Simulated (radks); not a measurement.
Initial-state core-level shifts of the nickel ion Ni+ when its valence configuration changes from [Ar] 3d9. Method: non-relativistic Kohn-Sham, r2SCAN, spin-unpolarised, spherical densities, point nucleus; meta-GGA in the generalised Kohn-Sham scheme; computed with a radial shooting solver on a logarithmic mesh with Libxc functionals. Shifts are changes of the shell-averaged eigenvalues in eV (positive: less bound); the change of the density at the nucleus, which sets a Mossbauer isomer shift, is in e/bohr^3, on a base of 1.493e+04.

| valence | 1s | 2p | 3s | 3p | density at nucleus |
|---|---|---|---|---|---|
| 3d7 4p2 | -17.181 | -18.415 | -16.740 | -16.381 | +3.405 |
| 3d8 4p1 | -7.998 | -8.497 | -7.963 | -7.808 | +1.294 |
| 3d7 4s0.5 4p1.5 | -16.414 | -17.685 | -15.982 | -15.625 | +7.316 |
| 3d8 4s1 | -6.344 | -6.940 | -6.308 | -6.151 | +7.971 |
| 3d7.5 4s1.5 | -10.018 | -10.982 | -9.849 | -9.600 | +12.970 |
| 3d7 4s2 | -14.020 | -15.403 | -13.616 | -13.265 | +18.814 |
| 3d8.5 4p0.5 | -3.843 | -4.063 | -3.864 | -3.793 | +0.548 |
| 3d7 4s1.5 4p0.5 | -14.831 | -16.177 | -14.418 | -14.066 | +14.968 |
| 3d7.5 4s0.5 4p1 | -11.659 | -12.538 | -11.479 | -11.227 | +5.872 |
